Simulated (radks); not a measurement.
Neutral dysprosium, 66 electrons, occupied as [Xe] 4f10 6s2.

Method: scalar-relativistic Kohn-Sham, r2SCAN, spin-polarised, spherical densities, finite nucleus; open shells are filled with parallel spins first (spin-orbit coupling, left out, can overturn this in heavy ions); meta-GGA in the generalised Kohn-Sham scheme; Fermi nuclear charge, rms radius 5.2218 fm; hard spherical wall at 8 bohr; computed with a radial shooting solver on a logarithmic mesh with Libxc functionals.

Energy parts (Ry):
part                       energy
total                 -24315.0652
kinetic                26229.7689
electron-nucleus      -59505.0539
Hartree                 9487.4639
exchange-correlation    -527.2441

Orbitals (lengths in bohr, moments of r in powers of bohr):
orbital	occ.	eigenvalue (Ry)	<r^2>
1s up	1	-3948.997	0.0006096
1s down	1	-3948.997	0.0006096
2s down	1	-659.1993	0.009518
2s up	1	-659.1992	0.009518
2p up	3	-584.6602	0.007710
2p down	3	-584.6595	0.007710
3s up	1	-147.3672	0.06272
3s down	1	-147.2179	0.06264
3p up	3	-124.3662	0.06307
3p down	3	-124.2168	0.06297
3d up	5	-94.76133	0.05290
3d down	5	-94.64603	0.05279
4s up	1	-29.56302	0.3172
4s down	1	-29.22776	0.3172
4p up	3	-21.95521	0.3588
4p down	3	-21.62034	0.3589
4d up	5	-11.55143	0.4317
4d down	5	-11.21596	0.4330
5s up	1	-3.72727	1.894
5s down	1	-3.57320	1.952
5p up	3	-1.93281	2.674
5p down	3	-1.83037	2.778
4f up	7	-0.29700	1.001
6s up	1	-0.24363	16.19
6s down	1	-0.23159	16.69
5d up	0	-0.03719	10.56
5d down	0	-0.01246	11.39
4f down	3	-0.00633	1.273
6p up	0	0.00844	20.78
6p down	0	0.01524	21.12
7s up	0	0.53463	25.40
7s down	0	0.55603	25.04

The highest occupied level is 4f down at -0.086 eV. The configuration is held as typed, so some empty levels lie below it. The density falls to 0.001 e/bohr^3 at r = 5.19 bohr.
